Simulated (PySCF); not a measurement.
Computed IR spectrum (relative IR intensity) of a molecule C4H6OSi. The structure is a stationary point at PBE-D3(BJ)/def2-SVP. The values are those of a single conformer. All values below come from PBE-D3(BJ)/def2-SVP (PySCF). Frequencies are harmonic and unscaled.

Lines under 2 % of the strongest are left out, and lines within 2 cm⁻¹ are merged.

ν (cm⁻¹): 438 (w), 577 (w), 597 (w), 627 (m), 690 (w), 732 (m), 805 (vw), 879 (vs), 897 (m), 905 (m), 922 (m), 994 (m), 1067 (w), 1136 (w), 1197 (w), 1458 (w), 1553 (vw), 2164 (vs), 2184 (m) (against the strongest line: vs over 80 %, s over 45 %, m over 15 %, w over 4 %, vw less)

### Question
Pick the molecule that these values belong to.
A) C=C=C[SiH2]C=O
B) C#CC(=C)[SiH2]O
C) C#CC(=C)O[SiH3]
D) [SiH3]c1ccco1

### Answer
D, [SiH3]c1ccco1
